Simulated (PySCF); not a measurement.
## Relaxation of singlet SnCl₄

All numbers come from PySCF, PBE0, basis Sn def2-TZVP with ECP28, Cl def2-TZVP (scalar-relativistic core potentials, no spin–orbit coupling, density fitting). A (50,194) grid was used.

A hand-made tetrahedral start, of Td symmetry, held to at least that symmetry:

```xyz
5
charge 0 multiplicity 1, angstrom
Sn    0.0000    0.0000    0.0000
Cl    1.3798    1.3798    1.3798
Cl   -1.3798    1.3798   -1.3798
Cl    1.3798   -1.3798   -1.3798
Cl   -1.3798   -1.3798    1.3798
```

At each step, columns x, y, z (Å) and Fx, Fy, Fz (eV/Å):

```
step 0  E − E(last) = 29.02 kJ/mol
Sn   0.000   0.000   0.000   0.000   0.000   0.000
Cl   1.380   1.380   1.380  -0.796  -0.796  -0.796
Cl  -1.380   1.380  -1.380   0.796  -0.796   0.796
Cl   1.380  -1.380  -1.380  -0.796   0.796   0.796
Cl  -1.380  -1.380   1.380   0.796   0.796  -0.796
step 1  E − E(last) = 3.04 kJ/mol
Sn   0.000   0.000   0.000   0.000   0.000   0.000
Cl   1.339   1.339   1.339  -0.286  -0.286  -0.286
Cl  -1.339   1.339  -1.339   0.286  -0.286   0.286
Cl   1.339  -1.339  -1.339  -0.286   0.286   0.286
Cl  -1.339  -1.339   1.339   0.286   0.286  -0.286
step 2  E − E(last) = 0.19 kJ/mol
Sn   0.000   0.000   0.000   0.000   0.000   0.000
Cl   1.317   1.317   1.317   0.077   0.077   0.077
Cl  -1.317   1.317  -1.317  -0.077   0.077  -0.077
Cl   1.317  -1.317  -1.317   0.077  -0.077  -0.077
Cl  -1.317  -1.317   1.317  -0.077  -0.077   0.077
step 3  E − E(last) = 0.00 kJ/mol
Sn   0.000   0.000   0.000   0.000   0.000   0.000
Cl   1.322   1.322   1.322  -0.006  -0.006  -0.006
Cl  -1.322   1.322  -1.322   0.006  -0.006   0.006
Cl   1.322  -1.322  -1.322  -0.006   0.006   0.006
Cl  -1.322  -1.322   1.322   0.006   0.006  -0.006
step 4  E − E(last) = 0.00 kJ/mol
Sn   0.000   0.000   0.000   0.000   0.000   0.000
Cl   1.321   1.321   1.321   0.000   0.000   0.000
Cl  -1.321   1.321  -1.321   0.000   0.000   0.000
Cl   1.321  -1.321  -1.321   0.000   0.000   0.000
Cl  -1.321  -1.321   1.321   0.000   0.000   0.000
```

It ends at Td with Sn–Cl 2.289 Å (×4); Cl–Sn–Cl 109.5° (×6). A frequency run shows a minimum.
